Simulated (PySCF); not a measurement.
# Telling isomers of C7H13N3 apart by NMR

- GFN2-xTB structure
- shieldings: GIAO PBE0/pcSseg-1
- program: PySCF
- equivalent nuclei averaged, in vacuum, a single conformation, non-relativistic Hamiltonian

Chemical shifts δ = σref − σ; TMS for 1H (31.72 ppm), 13C (186.93 ppm), all at this level. Where no couplings were computed, multiplicities follow the n + 1 count of equivalent neighbours, and m marks all less simple cases (inequivalent or close neighbours, rings, F or P nearby). Shifts are as computed. Against solution values, carbons near 30 ppm lie about +3 ppm off and those near 130 ppm about +5 ppm. Of 1211 compounds with measured shifts, 218 miss one by over three times the rms of a fit or turn the order of signals round; such compounds aren't used in these exercises.

(1) Tabulate the signals of `Cn1cc(C(C)(C)C)nn1`, `CC(C)(C)Cn1cnnc1`, `CCCn1c(C)nnc1C`, `CC(C)(C)Cn1nccn1` and their relative energies.

(2) What is the quickest way to tell CCCn1c(C)nnc1C from CC(C)(C)Cn1nccn1?

(3) What is the quickest way to tell Cn1cc(C(C)(C)C)nn1 from CCCn1c(C)nnc1C?

(4) What is the quickest way to tell CC(C)(C)Cn1cnnc1 from CC(C)(C)Cn1nccn1?

Results:

(1) 
```json
{"SMILES": "Cn1cc(C(C)(C)C)nn1", "carbon types": "2×C 1×CH 4×CH3", "δC": "164.6, 123.8, 36.2, 33.1, 32.0", "δH": "7.23 (s, 1H), 4.17 (s, 3H), 1.45 (s, 9H)", "E rel. (kcal/mol)": "16.0"}
{"SMILES": "CC(C)(C)Cn1cnnc1", "carbon types": "1×C 2×CH 1×CH2 3×CH3", "δC": "146.8, 58.7, 35.2, 28.7", "δH": "7.78 (s, 2H), 3.71 (s, 2H), 0.95 (s, 9H)", "E rel. (kcal/mol)": "9.7"}
{"SMILES": "CCCn1c(C)nnc1C", "carbon types": "2×C 2×CH2 3×CH3", "δC": "152.8, 47.8, 28.7, 13.4, 13.0", "δH": "3.61 (t, 2H), 2.43 (s, 6H), 1.59 (m, 2H), 1.08 (t, 3H)", "E rel. (kcal/mol)": "0.0"}
{"SMILES": "CC(C)(C)Cn1nccn1", "carbon types": "1×C 2×CH 1×CH2 3×CH3", "δC": "138.3, 67.1, 36.2, 29.3", "δH": "7.65 (s, 2H), 4.28 (s, 2H), 0.97 (s, 9H)", "E rel. (kcal/mol)": "12.3"}
```

Energies are electronic energies at PBE0/pcSseg-1 on these geometries, without zero-point or thermal terms, each for the one conformer computed, which needn't be the lowest.

(2) Count the carbon signals: 5 against 4. The first has a substituted aromatic carbon next to a ring nitrogen (C) at 152.8 ppm, the second an aromatic CH next to a ring nitrogen at 138.3 ppm. In the proton spectra the most deshielded non-exchanging signals are 3.61 (t, 2H) and 7.65 (s, 2H).

(3) Both give the same number of carbon signals, but DEPT or the intensities differ. The first has an aromatic CH next to a ring nitrogen at 123.8 ppm, the second an sp3 CH2 bonded to N at 47.8 ppm. Their most deshielded carbons lie at 164.6 and 152.8 ppm. In the proton spectra the most deshielded non-exchanging signals are 7.23 (s, 1H) and 3.61 (t, 2H).

(4) Both give the same number of carbon signals, with the same numbers of each carbon type, so the positions decide. The first has an aromatic CH between two ring heteroatoms at 146.8 ppm, the second an aromatic CH next to a ring nitrogen at 138.3 ppm.
